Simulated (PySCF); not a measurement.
**Trend along the halogens: MZn anions**

PBE0 with triple-zeta basis sets in PySCF, for the lowest determinant that a PBE0 search found; no spin–orbit coupling. De refers to high-spin ground-configuration atoms (the charge goes to the atom of lower measured ionisation energy or higher electron affinity, which is not always the lowest computed limit). A positive dipole points towards Zn; it is taken about the centre of mass and depends on that origin.

| M | basis | charged atom | state (unpaired electrons) | Re (Å) | ωe (cm⁻¹) | De (eV) | μ (D) |
| --- | --- | --- | --- | --- | --- | --- | --- |
| F | def2-TZVPPD | F− | singlet (closed shell) | 1.937 | 398 | 1.56 | 0.44 |
| Br | def2-TZVPPD | Br− | singlet (closed shell) | 2.707 | 123 | 0.58 | -0.12 |

Question: The row for M = Cl is missing. Estimate Re, ωe and De as the mean of the rows for F and Br, and compare with the calculation.

Answer: The means are 2.322 Å, 260 cm⁻¹ and 1.07 eV. PBE0 in def2-TZVPPD gives ZnCl⁻ as a singlet (closed shell) with Re = 2.489 Å, ωe = 181 cm⁻¹, De = 0.73 eV, so the estimate is off by -16.7 pm, +44 % and +0.34 eV.

For an ion De counts to the pair picked by the measured ionisation energies or electron affinities, which need not be the lowest pair at this level. The highest Kohn–Sham level is positive in some of these anions. Much of that is self-interaction error, but it also means that the finite basis helps to hold the extra electron.
